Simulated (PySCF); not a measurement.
Species: CH6GeN, net charge 0, doublet state. It need not be the lowest isomer of its formula. SMILES: C[N][GeH3]
Geometry: optimised at B3LYP-D3(BJ)/def2-TZVP (Ansatz).

Dispersion corrections to the total energy (kcal/mol) from the dftd3 and dftd4 libraries through PySCF: D3(BJ) without and D4 with the three-body term, each with the damping fitted for the functional named.

```json
[
 {"functional": "BLYP", "D3(BJ)": "-7.31", "D4": "-7.27"},
 {"functional": "B2PLYP", "D3(BJ)": "-2.82", "D4": "-2.26"},
 {"functional": "B3LYP", "D3(BJ)": "-5.99", "D4": "?"},
 {"functional": "PBE", "D3(BJ)": "?", "D4": "-3.26"},
 {"functional": "TPSS", "D3(BJ)": "?", "D4": "-4.40"},
 {"functional": "PW6B95", "D3(BJ)": "-1.76", "D4": "-2.86"},
 {"functional": "CAM-B3LYP", "D3(BJ)": "-2.68", "D4": "-2.74"}
]
```

**Question.** Complete the blanks.

**Answer.** 
- B3LYP, D4: -5.25
- PBE, D3(BJ): -3.38
- TPSS, D3(BJ): -4.27
